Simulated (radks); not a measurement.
Question: These are the eigenvalues of the occupied orbitals of an atom or ion with whole-number occupations (hartree). All-electron calculation, scalar-relativistic Kohn-Sham, r2SCAN, spin-polarised, spherical densities, finite nucleus; meta-GGA in the generalised Kohn-Sham scheme; Fermi nuclear charge, rms radius of each element as measured or else 0.836 A^(1/3) + 0.57 fm. Program: a radial shooting solver on a logarithmic mesh with Libxc functionals.

orbital  eigenvalue
1s down   -809.1552
1s up     -809.1539
2s up     -117.9456
2s down   -117.9020
2p up     -105.6661
2p down   -105.6345
3s up     -22.03833
3s down   -22.02631
3p up     -17.97031
3p down   -17.95361
3d up     -11.44892
3d down   -11.41481
4s up      -4.22946
4s down    -4.04917
4p up      -3.09080
4p down    -2.89532
4d up      -1.44654

Which element is it, and in what charge state? The configuration may be excited. Open shells, if any, are filled with parallel spins first.

Answer: Z = 44, ruthenium, charge +3: Ru3+ in [Kr] 4d5. The list shows which subshells hold electrons but not how many an open one holds; the 1s level, -809.16 hartree, gives Z - s = 40.2 by -(Z - s)^2/2, which with screening and relativity narrows Z to a few neighbours, and the depths of the outer levels then fix element, charge and occupations together.
